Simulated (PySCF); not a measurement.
Structure problem from calculated spectra and properties.

Formula: C4H2FN3.

* Dipole: 1.36 D [wB97X-D/def2-SVPD]
* Couplings: largest of the computed one-bond spin–spin couplings (means over like bonds): 19F–13C -335.6, 13C–1H +270.0, 13C–13C +210.4, 15N–1H -131.6, 13C–13C +130.6, 13C–13C +78.7, 15N–15N -14.1, 15N–15N -13.8 Hz [B3LYP/pcJ-1, spin–dipole term left out for some pairs]
* UV, first state: lowest singlet excitation: 5.79 eV (214 nm, f = 0.244) [TDDFT wB97X-D/def2-SVPD]
* Rotational structure: rotational constants A, B, C: 3.709, 1.985, 1.293 GHz [GFN2-xTB]
* 13C NMR: chemical shifts (computed TMS as zero) by class: 175.0 (1 C), 120.4 (1 C), 95.0 (1 C), 75.2 (1 C) ppm [GIAO PBE0/pcSseg-1]
* Triplet: lowest triplet excitation (Tamm–Dancoff): 4.19 eV [TDA wB97X-D/def2-SVPD]

Electronic properties: PySCF, gas phase, density fitting. Levels stand in brackets. Geometry: GFN2-xTB; no solvent, vibrations or thermal averaging. Each NMR value is the plain mean over a class of atoms that symmetry, rotation or inversion makes alike.

Question: What is the compound? Reason from the data.

Answer: Numbering: `[CH:1]#[C:2][c:3]1[n:4][nH:5][n:6][c:7]1[F:8]`. Its formula, C4H2FN3, gives 5 degrees of unsaturation: 1 ring and 4 π bonds in the structure found (Kekulé form). 4 carbons fall into 4 classes; from least to most shielded: aromatic C–F carbon [C7] (175.0 ppm), substituted aromatic carbon [C3] (120.4 ppm), terminal alkyne carbon [C1] (95.0 ppm), alkyne carbon [C2] (75.2 ppm). The couplings run between: -335.6 Hz, aryl fluorine [F8] and aromatic C–F carbon [C7]; +270.0 Hz, terminal alkyne carbon [C1] and its hydrogen; +210.4 Hz, terminal alkyne carbon [C1] and alkyne carbon [C2]; -131.6 Hz, pyrrole-type nitrogen [N5] and its hydrogen; +130.6 Hz, alkyne carbon [C2] and substituted aromatic carbon [C3]; +78.7 Hz, substituted aromatic carbon [C3] and aromatic C–F carbon [C7]; -14.1 Hz, pyridine-type nitrogen [N4] and pyrrole-type nitrogen [N5]; -13.8 Hz, pyrrole-type nitrogen [N5] and pyridine-type nitrogen [N6]. The optimised geometry has point group Cs and is an asymmetric top. Structure: `C#Cc1n[nH]nc1F`. Computed isomers that give other values at the same levels: `C#Cc1n[nH]c(F)n1` (13C chemical shifts (computed TMS as zero) by class: 166.0 (1 C), 148.4 (1 C), 87.8 (1 C), 79.8 (1 C) ppm). The assignments are read from this structure; whether some other isomer fits the data as well wasn't checked.
